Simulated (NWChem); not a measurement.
Species: Si2H3I, singlet; SMILES [SiH3][Si]I

```xyz
6

Si     1.0362    -0.8972    -0.6683
I     -0.1168     0.7518     0.7868
Si    -0.4825    -2.7001    -0.1189
H     -0.1184    -3.9609    -0.8432
H     -1.8816    -2.3219    -0.4985
H     -0.4343    -2.9696     1.3544
```
Atoms are numbered in this order, from 1.

Level: PBE0/def2-SVP with def2 effective core potentials on I (NWChem), optimised geometry, unscaled harmonic frequencies. Low-valent species are run as closed-shell singlets; no triplet was tried in these runs. def2 effective core potentials on I; no spin-orbit coupling.

```csv
frequency (cm⁻¹),IR intensity (km/mol)
64,0.9
109,0.9
343,51.0
387,23.2
393,14.2
504,6.1
843,230.7
913,58.9
932,28.1
2201,63.9
2215,94.2
2218,69.3
```

```
Item                                                                                Value
-----------------------------------------------------------------------  ----------------
zero-point energy                                                           15.9 kcal/mol
thermal correction to the enthalpy at 298.15 K (with zero-point energy)     20.1 kcal/mol
heat capacity Cv                                                         17.2 cal/(mol K)
entropy at 298.15 K and 1 atm (symmetry number 1)                        81.1 cal/(mol K)
```

Rigid rotor and harmonic oscillator; modes under 100 cm⁻¹ make the entropy uncertain.
